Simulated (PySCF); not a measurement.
# Computed structure and properties of Bi(SH)3

System: Bi(SH)3 (singlet); start: displaced along the imaginary mode (C3). Method: PySCF 2.14.0, RKS PBE0, Bi def2-SVP with ECP60, S def2-SVP, H def2-SVP; non-relativistic Hamiltonian with scalar-relativistic core potentials where named; density fitting; no spin-orbit coupling.

Input of the relaxation:

```python
mol = gto.M(atom='''
Bi     0.00000     0.00000    -0.40424
S      2.24221    -0.00606     0.81579
H      1.71887     0.24998     2.06117
S     -1.11586     1.94484     0.81579
H     -1.07593     1.36359     2.06117
S     -1.12635    -1.93878     0.81579
H     -0.64294    -1.61358     2.06117''',
    basis={'Bi': 'def2-SVP', 'S': 'def2-SVP', 'H': 'def2-SVP'},
    ecp={'Bi': 'def2-SVP'},
    charge=0, spin=0)
mf = dft.RKS(mol, xc='PBE0')
mf.grids.atom_grid = (50, 194)
mf = mf.density_fit()  # fitting sets: Bi def2-universal-JKFIT, S def2-universal-JKFIT, H def2-universal-JKFIT
mf.conv_tol = 1e-08; mf.max_cycle = 55
mf.kernel(dm0)  # dm0: converged density of the start geometry
# quasi-Newton relaxation in Cartesian coordinates to a largest gradient under 0.00045 Eh/bohr, steps kept in the point group
```

Run from Python with OMP_NUM_THREADS=2; the lines above give its settings. Where DIIS fails, smearing, a level shift and second-order steps follow.
It took 42 s on 2 threads of Arm Neoverse V1 (shared host), from the converged density of the start.

Course of the relaxation:

| step | energy above end (eV) | largest force component within the symmetry (eV/Å) |
| --- | --- | --- |
| 0 | 0.1369 | 0.555 |
| 1 | 0.1092 | 0.109 |
| 2 | 0.0956 | 0.118 |
| 3 | 0.0850 | 0.298 |
| 4 | 0.0772 | 0.553 |
| 5 | 0.0499 | 0.158 |
| 6 | 0.0287 | 0.152 |
| 7 | 0.0178 | 0.283 |
| 8 | 0.0079 | 0.075 |
| 9 | 0.0037 | 0.052 |
| 10 | 0.0016 | 0.059 |
| 11 | 0.0000 | 0.006 |
| 12 | 0.0000 | 0.004 |

Relaxed geometry (C3):

```xyz
7

Bi    0.0000    0.0000   -0.3083
S     2.1750   -0.3135    1.0005
H     1.8373    0.6880    1.8445
S    -0.8160    2.0403    1.0005
H    -1.5145    1.2471    1.8445
S    -1.3590   -1.7268    1.0005
H    -0.3228   -1.9351    1.8445
```

| contact | Å |
| --- | --- |
| Bi1–S2 (SH) | 2.558 |
| Bi1–S4 (SH) | 2.558 |
| Bi1–S6 (SH) | 2.558 |

On the finer grid (75, 302):

```
HOMO                                                          : -7.04 eV
LUMO                                                          : -1.72 eV
Dipole about the centre of mass                               : 1.37 D
Set of Mulliken populations of Bi1 outside the core potential : s 3.89, p 8.31, d 10.18
D3(BJ) dispersion energy (not in the energies)                : -0.261 eV
```

```
atom  Mulliken (e)  Löwdin (e)  spin (e)
 Bi1          0.62        0.36      0.00
  S2         -0.31       -0.11      0.00
  H3          0.11       -0.01      0.00
  S4         -0.31       -0.11      0.00
  H5          0.11       -0.01      0.00
  S6         -0.31       -0.11      0.00
  H7          0.11       -0.01      0.00
```

On the grid (50, 194), as all that follows. Harmonic modes: a minimum; lowest 97 cm⁻¹ (negative: unstable), highest 2708 cm⁻¹, zero-point energy 0.747 eV.

Taking off one SH (charge -1, singlet; the rest: singlet) in vacuum, both parts rigid, costs 8.93 eV; the small basis without counterpoise inflates it. Most of it is the attraction of opposite charges; other ways to part are cheaper, and one spin state was tried for the rest.

Rigid scan of SH along the line from its metal:

| distance to S2 (Å) | energy (eV) |
| --- | --- |
| 2.26 | 0.683 |
| 2.36 | 0.265 |
| 2.46 | 0.058 |
| 2.56 | 0.000 |
| 2.66 | 0.045 |
| 2.76 | 0.158 |
| 2.96 | 0.502 |
| 3.26 | 1.111 |
| 3.66 | 1.864 |
| 4.16 | 2.583 |

One start shape was tried, so this needn't be the lowest isomer.
